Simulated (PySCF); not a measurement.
A structure optimised at PBE-D3(BJ)/def2-SVPD, used in a PySCF frequency run:

```xyz
4

Sb     0.0000     0.0000     0.0000
I      2.9611     0.0000     0.0000
I     -1.4806     2.5644     0.0000
I     -1.4806    -2.5644     0.0000
```
Charge -1, spin multiplicity 2.

Problem. Write its SMILES, formula and point group.

Solution. [I][Sb-]([I])[I], I3Sb, D3h

Problem. What are its rotational constants (standard atomic weights)?

Solution. 0.30279, 0.30279, 0.15139 GHz
